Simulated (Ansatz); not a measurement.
Reaction (hydrogenolysis of a Ge–O bond): `[OH][GeH]([SiH3])[SiH3]` + H₂ → `[SiH3][GeH2][SiH3]` + H₂O

Gas-phase electronic energies from Ansatz, PBE0-D4/def2-TZVP geometries. CBS: MP2 limit from def2 TZ/QZ plus the TZ coupled-cluster correction, frozen cores. This one scheme is used for every species. For Ge outer-core shells are correlated without core-valence functions, which leaves a few kJ/mol of doubt a bond. Scalar relativity is left out up to krypton. One conformer a species, not always the lowest.

| species | CCSD(T)/CBS(def2) energy (Eh) |
| --- | --- |
| `[OH][GeH]([SiH3])[SiH3]` | -2734.26948 |
| H₂ | -1.17544 |
| `[SiH3][GeH2][SiH3]` | -2659.07062 |
| H₂O | -76.37941 |

**Question.** Work out ΔE.

**Answer.** ΔE = (-2659.07062) + (-76.37941) − (-2734.26948) − (-1.17544) = -0.00511 Eh = -3.2 kcal/mol.

**Question.** What do rigid-rotor, harmonic-oscillator terms from PBE0-D4/def2-TZVP frequencies (298.15 K, 1 bar) make of the CCSD(T)/CBS value? (An estimate is asked.)

**Answer.** The calculation gave: ΔZPE = +3.4 kcal/mol, ΔH = -0.5 kcal/mol, ΔS = 18 J/(mol·K), ΔG = -1.8 kcal/mol.

Largest T1 diagnostic among the species: 0.013.

From r2SCAN to r2SCAN0 (25 % exact exchange), in def2-TZVPP and without D4, ΔE moves by −1.6 kcal/mol. In def2-TZVPP, CCSD(T) changes the Hartree–Fock value by +1.5 kcal/mol (the triples alone add +0.8 kcal/mol) and MP2 by +2.5 kcal/mol. Leaving LDA and LC-ωPBE aside and taking each functional with its dispersion term where it has one, the values, not all of them listed here, spread over 3.8 kcal/mol, from HSE06-D4 to BLYP-D4. LDA lies −1.1 kcal/mol from PBE without D4.
